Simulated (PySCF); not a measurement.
Static response to an electric field

Species: C₂H₃ClSi.
Geometry (GFN2-xTB, Å), atoms numbered from 1 in this order:
```
atom  x, y, z in Å
C1     1.6753   -0.9994   -0.4118
C2     0.6398   -0.4503   -0.1433
Si3   -0.9427    0.4167    0.2598
Cl4   -0.7481    2.3617   -0.2595
H5     2.5797   -1.4848   -0.6455
H6    -1.1783    0.3358    1.6985
H7    -2.0224   -0.1747   -0.5253
```

Level: PBE0/def2-SVPD (PySCF), static field, nuclei fixed, core orbitals frozen in the response. The polarisability tensor in these axes (au):

```
x    67.09 -11.45  -4.75
y   -11.45  64.70   0.47
z    -4.75   0.47  49.42
```

Question: What are the eigenvalues, a third of the trace, and Δα (Δα² = ½Σ(αi − αj)² over the three pairs)?

Answer: Principal values 47.72, 55.55 and 77.93 au; mean 60.40 au = 8.95 Å³ = 9.96 × 10⁻⁴⁰ C²·m²/J; Δα = 27.16 au (45 % of the mean).

Question: What is the dipole moment, and where does it point?

Answer: (0.30, -1.36, 0.20) D, 1.41 D in size, pointing from the negative to the positive side. Measured along this direction, the outermost atoms are Cl4 at the negative end and H5 at the positive end.

Question: Sum over states: ᾱ = Σ f/ω², ω in Eh. What share falls to these 6 lowest TDDFT singlets (eV, f)? 5.94, 0.0001; 6.29, 0.0072; 6.42, 0.0002; 7.12, 0.0039; 7.34, 0.0221; 7.88, 0.1398.

Answer: They add up to 2.17 au, 3.6 % of the 60.40 au; the largest single term is 1.67 au, from the state at 7.88 eV. Terms in order: 0.00, 0.13, 0.00, 0.06, 0.30, 1.67 au. Higher excitations give the rest. The strengths listed sum to 0.173.

Question: What are the principal values of the traceless quadrupole moment, Θ = ½Σq(3rr − r²1), about the centre of nuclear charge?

Answer: -3.57, -3.35, 6.92 D·Å. The values depend on the origin, since the dipole doesn't vanish. The electronic extent ⟨r²⟩ about the same centre is 565 bohr², a root-mean-square distance of 1.85 Å for the 46 electrons.

Question: Find the Langevin capture rate constant for O2+ (31.990 u) meeting this molecule (89.969 u), k = 2.342 × 10⁻⁹ cm³/s × √(α in Å³ / reduced mass in u).

Answer: The reduced mass is 23.60 u, so k = 1.44 × 10⁻⁹ cm³/s. The formula leaves out the permanent dipole, which adds to the capture rate.

Geometry: GFN2-xTB; no solvent, vibrations or thermal averaging.
